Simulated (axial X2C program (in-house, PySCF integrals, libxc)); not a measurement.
Density and ELF of RbSe

Computed with an in-house relativistic program for diatomic molecules. Spin-free means the one-electron spin-free X2C Hamiltonian. Basis: Rb dyall-v3z [12s13p8d2f], Se dyall-v3z [8s9p6d1f] (cores contracted in-house); Gaussian nuclei, density fitting, unrestricted open shells. Masses: Rb 84.912 u, Se 79.917 u.

PBE0, spin-free, state M_S = 1/2, Λ = 1 (beyond evenly filled blocks: π+α, π+β, π-α); Rb at z = 0, Se at z = 3.074 Å.

The maps cover the half plane through the axis: z from -2.4 to 5.4 Å along the bond, ρ from 0.15 to 2.25 Å away from it.

log10 of the density in e/bohr³:

```
 ρ\z  -2.4  -1.8  -1.2  -0.6   0.0   0.6   1.2   1.8   2.4   3.0   3.6   4.2   4.8   5.4
0.15  -3.5  -2.5  -1.4  -0.4   1.5  -0.4  -1.4  -1.3  -0.7   1.3  -0.3  -1.3  -2.1  -2.9
0.45  -3.6  -2.6  -1.6  -0.6   0.0  -0.6  -1.5  -1.4  -0.8   0.1  -0.7  -1.4  -2.2  -3.0
0.75  -3.7  -2.8  -1.8  -1.0  -0.6  -1.0  -1.8  -1.6  -1.1  -0.8  -1.0  -1.6  -2.3  -3.1
1.05  -3.9  -3.1  -2.2  -1.4  -1.1  -1.5  -2.1  -1.8  -1.4  -1.2  -1.4  -1.9  -2.5  -3.2
1.35  -4.1  -3.4  -2.6  -2.0  -1.8  -2.0  -2.4  -2.1  -1.8  -1.6  -1.7  -2.2  -2.7  -3.4
1.65  -4.3  -3.7  -3.1  -2.6  -2.4  -2.6  -2.7  -2.4  -2.1  -2.0  -2.1  -2.5  -3.0  -3.6
1.95  -4.6  -4.0  -3.6  -3.2  -3.0  -3.1  -3.0  -2.7  -2.5  -2.4  -2.5  -2.8  -3.3  -3.9
2.25  -4.8  -4.4  -4.0  -3.7  -3.5  -3.5  -3.3  -3.1  -2.9  -2.8  -2.9  -3.2  -3.6  -4.1
```

Electron localisation function (collinear form, no current term, damped to 0 at low density):

```
 ρ\z  -2.4  -1.8  -1.2  -0.6   0.0   0.6   1.2   1.8   2.4   3.0   3.6   4.2   4.8   5.4
0.15  0.02  0.21  0.76  0.42  0.30  0.43  0.22  0.76  0.23  0.28  0.23  0.87  0.74  0.31
0.45  0.01  0.16  0.70  0.76  0.23  0.76  0.17  0.73  0.47  0.47  0.24  0.86  0.70  0.28
0.75  0.01  0.10  0.56  0.84  0.77  0.82  0.10  0.69  0.75  0.31  0.67  0.83  0.62  0.21
1.05  0.00  0.05  0.35  0.73  0.82  0.64  0.05  0.63  0.78  0.74  0.80  0.75  0.50  0.13
1.35  0.00  0.02  0.15  0.47  0.60  0.25  0.04  0.55  0.70  0.72  0.71  0.61  0.35  0.07
1.65  0.00  0.01  0.04  0.17  0.22  0.04  0.03  0.43  0.57  0.58  0.55  0.42  0.20  0.02
1.95  0.00  0.00  0.01  0.03  0.03  0.01  0.04  0.30  0.40  0.41  0.36  0.24  0.08  0.01
2.25  0.00  0.00  0.00  0.00  0.00  0.00  0.03  0.17  0.23  0.23  0.19  0.10  0.02  0.00
```

Axial spin density in 10⁻³ e/bohr³:

```
 ρ\z  -2.4  -1.8  -1.2  -0.6   0.0  0.6   1.2   1.8   2.4   3.0   3.6   4.2   4.8  5.4
0.15   0.0  -0.1  -0.1   0.1  -0.4  0.1  -0.3  -0.8  -0.1  42.9   0.2  -0.9  -0.2  0.0
0.45   0.0  -0.1  -0.1   0.1  -0.1  0.0  -0.1   0.3   6.6   3.5   8.7   0.5   0.0  0.0
0.75   0.0  -0.1  -0.1   0.1   0.0  0.0   0.0   1.1   9.6  24.0  12.6   1.5   0.1  0.0
1.05   0.0   0.0   0.0   0.0   0.0  0.0   0.1   1.2   7.0  15.4   8.4   1.4   0.1  0.0
1.35   0.0   0.0   0.0   0.0   0.0  0.0   0.1   0.9   3.7   6.9   4.2   1.0   0.1  0.0
1.65   0.0   0.0   0.0   0.0   0.0  0.0   0.1   0.5   1.7   2.8   1.8   0.5   0.1  0.0
1.95   0.0   0.0   0.0   0.0   0.0  0.0   0.1   0.3   0.7   1.1   0.8   0.3   0.1  0.0
2.25   0.0   0.0   0.0   0.0   0.0  0.0   0.0   0.1   0.3   0.4   0.3   0.1   0.0  0.0
```

Occupations by symmetry block were frozen at the best pattern of an incomplete PBE0 search. Other states lie close and PBE0, whose exact exchange favours high spin, may order them wrongly; the determinant shown need not be the ground state. The nearest other spin-free determinant of the search, M_S = 1/2, Λ = 0, lies 0.25 eV up at the distance of the search. The functionals have no current-density term, which raises determinants with orbital currents, atoms included.
